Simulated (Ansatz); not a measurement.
Consider the atomization: `N[CH2][InH][NH2]` → C• + 7 H• + In• + 2 N•.

Isolated molecules relaxed with PBE0-D4/def2-TZVP in Ansatz; ΔE leaves out vibrations. CCSD(T)/CBS is the MP2 limit (def2-TZVPP, def2-QZVPP) plus CCSD(T) − MP2 in def2-TZVPP, frozen cores. This one scheme is used for every species, atoms too. DFT in def2-TZVPP. B3LYP here is the variant with VWN-RPA as its local correlation; programs differ in this. No spin–orbit coupling; open shells (•) take unrestricted orbitals. Spin–orbit coupling would lower the free atoms: a little for C; strongly for In. Elements past krypton have def2 core potentials. For In outer-core shells are correlated without core-valence functions, so the limit isn't a true one: a few kJ/mol of doubt a bond, and 10 to 20 or more in all where bonds break to atoms. Each species was taken in one conformer, which may not be the lowest.

`N[CH2][InH][NH2]`:

Cartesian coordinates in Å:
```
N -1.810 0.079 -0.233
C -1.031 -0.484 0.862
In 1.140 -0.330 0.672
N 1.579 0.608 -1.067
H -1.615 1.065 -0.350
H -1.579 -0.367 -1.112
H -1.295 -1.537 0.981
H -1.333 -0.003 1.795
H 2.538 -0.775 1.570
H 0.896 0.943 -1.727
H 2.511 0.803 -1.392
```

```
             level  ΔE (eV)  difference from CCSD(T)/CBS
            PBE-D4    36.43                         0.59
         r2SCAN-D4    35.52                        -0.32
           PBE0-D4    35.62                        -0.22
          B3LYP-D4    35.78                        -0.06
           ωB97X-V    35.94                         0.10
           ωB97M-V    35.89                         0.05
            B2PLYP    35.26                        -0.58
               PBE    36.24                         0.40
            r2SCAN    35.48                        -0.36
              PBE0    35.45                        -0.39
             B3LYP    35.46                        -0.38
     HF/def2-TZVPP    23.79                       -12.05
    MP2/def2-TZVPP    34.84                        -1.00
SCS-MP2/def2-TZVPP    35.02                        -0.82
   CCSD/def2-TZVPP    34.11                        -1.73
CCSD(T)/def2-TZVPP    34.70                        -1.14
     HF/def2-QZVPP    23.87                       -11.97
    MP2/def2-QZVPP    35.53                        -0.31
SCS-MP2/def2-QZVPP    35.82                        -0.02
      HF/CBS(def2)    23.89                       -11.95
     MP2/CBS(def2)    35.99                         0.15
    CCSD/CBS(def2)    35.26                        -0.58
       CCSD(T)/CBS    35.84                            0
```

Largest T1 diagnostic among the species: 0.015.

In def2-TZVPP, CCSD(T) changes the Hartree–Fock value by +10.91 eV (the triples alone add +0.59 eV) and MP2 by +11.05 eV; breaking electron pairs costs correlation energy, which Hartree–Fock lacks. From PBE to PBE0 (25 % exact exchange), in def2-TZVPP and without D4, ΔE moves by −0.78 eV: exact exchange takes away binding that semilocal exchange gives to molecules. The D4 term adds +0.31 eV with B3LYP and +0.16 eV with PBE0; it sums over pairs of atoms, weighted by their polarisabilities, and B3LYP, whose exchange is more repulsive, gets the larger term.

For atomizations the MP2-based limit and the directly extrapolated one differ by several kJ/mol either way, and by 10 to 25 for some Ge, Se and Sn compounds, so smaller differences from it don't rank the levels.
